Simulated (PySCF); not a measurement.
# Atomic charges by several schemes

Compound: C₅H₁₂N₂Si.
Cartesian coordinates in Å at the GFN2-xTB level; atoms count from 1:
```xyz
20
C5H12N2Si angstrom
N     -2.8903    1.7382    1.0480
C     -1.8954    0.9794    0.9962
C     -1.1391    0.5098   -0.2115
C     -1.1013   -1.0308   -0.2617
C      0.2985   -1.3670    0.2505
N      1.1067   -0.2993   -0.2798
Si     2.8024   -0.3617   -0.5104
C      0.3506    0.9190   -0.1175
H     -3.2193    2.0771    0.1432
H     -1.5259    0.6043    1.9480
H     -1.6024    0.9210   -1.1130
H     -1.2098   -1.3705   -1.2914
H     -1.8888   -1.4818    0.3412
H      0.3080   -1.3714    1.3514
H      0.6627   -2.3316   -0.1010
H      3.6086   -0.1643    0.7077
H      3.0602   -1.6981   -1.0441
H      3.0960    0.7145   -1.4561
H      0.6311    1.6360   -0.8904
H      0.5423    1.3878    0.8602
```

Density: PBE0/pcSseg-1 (PySCF); schemes: Mulliken, IAO, Hirshfeld and ESP-fitted. Isolated species at its GFN2-xTB geometry (one conformer only).

Task: Tabulate the Mulliken, IAO, Hirshfeld and ESP-fitted charges.

Result: In e:

| atom | environment | Mulliken | IAO | Hirshfeld | ESP-fitted |
| --- | --- | --- | --- | --- | --- |
| N1 | imine nitrogen | -0.338 | -0.432 | -0.241 | -0.763 |
| C2 | imine carbon | +0.107 | +0.048 | +0.051 | +0.320 |
| C3 | sp3 CH carbon | -0.392 | -0.155 | -0.029 | +0.088 |
| C4 | ring CH2 carbon | -0.132 | -0.264 | -0.069 | -0.274 |
| C5 | sp3 carbon bound to nitrogen | +0.026 | -0.146 | -0.025 | -0.060 |
| N6 | silicon-bound nitrogen | -0.815 | -0.520 | -0.178 | -0.278 |
| Si7 | SiH3 silicon | +0.643 | +0.743 | +0.342 | +0.445 |
| C8 | sp3 carbon bound to nitrogen | +0.136 | -0.150 | -0.022 | -0.103 |
| H9 | N–H hydrogen | +0.155 | +0.238 | +0.105 | +0.366 |
| H10 | hydrogen on a C=N carbon | +0.103 | +0.133 | +0.044 | +0.063 |
| H11 | methine hydrogen | +0.123 | +0.136 | +0.042 | +0.022 |
| H12 | methylene hydrogen | +0.129 | +0.146 | +0.043 | +0.104 |
| H13 | methylene hydrogen | +0.126 | +0.141 | +0.043 | +0.098 |
| H14 | methylene hydrogen | +0.109 | +0.108 | +0.028 | +0.059 |
| H15 | methylene hydrogen | +0.125 | +0.143 | +0.045 | +0.101 |
| H16 | Si–H hydrogen | -0.115 | -0.162 | -0.092 | -0.118 |
| H17 | Si–H hydrogen | -0.116 | -0.132 | -0.079 | -0.108 |
| H18 | Si–H hydrogen | -0.116 | -0.132 | -0.080 | -0.104 |
| H19 | methylene hydrogen | +0.128 | +0.144 | +0.043 | +0.084 |
| H20 | methylene hydrogen | +0.114 | +0.113 | +0.029 | +0.058 |

Mean size of the charges over all atoms: IAO 0.209 e, Mulliken 0.202 e, ESP-fitted 0.181 e, Hirshfeld 0.081 e. Each set sums to the total charge, 0, to within 0.001 e. The IAO scheme projects the occupied orbitals on a minimal set of polarised atomic orbitals and counts the electrons in each atom's part of it. The Mulliken scheme gives each basis function's population to the atom it is centred on and halves the overlap population of two atoms between them.

Lowest charge. The schemes don't all agree: Mulliken N6 (-0.815); IAO N6 (-0.520); Hirshfeld N1 (-0.241); ESP-fitted N1 (-0.763).

Highest charge. All schemes agree: Mulliken Si7 (+0.643); IAO Si7 (+0.743); Hirshfeld Si7 (+0.342); ESP-fitted Si7 (+0.445).

Task: Sum the charges by element, for elements with more than one atom.

Result: 
| element | atoms | Mulliken | IAO | Hirshfeld | ESP-fitted |
| --- | --- | --- | --- | --- | --- |
| N | 2 | -1.152 | -0.953 | -0.419 | -1.041 |
| C | 5 | -0.256 | -0.667 | -0.094 | -0.028 |
| H | 12 | +0.765 | +0.877 | +0.171 | +0.624 |

Task: How closely do the schemes follow one another over all atoms?

Result: Correlation coefficient and root-mean-square difference: IAO with Hirshfeld 0.97, 0.158 e; Mulliken with IAO 0.90, 0.124 e; Hirshfeld with ESP-fitted 0.89, 0.160 e; Mulliken with Hirshfeld 0.86, 0.191 e; IAO with ESP-fitted 0.83, 0.150 e; Mulliken with ESP-fitted 0.68, 0.216 e.
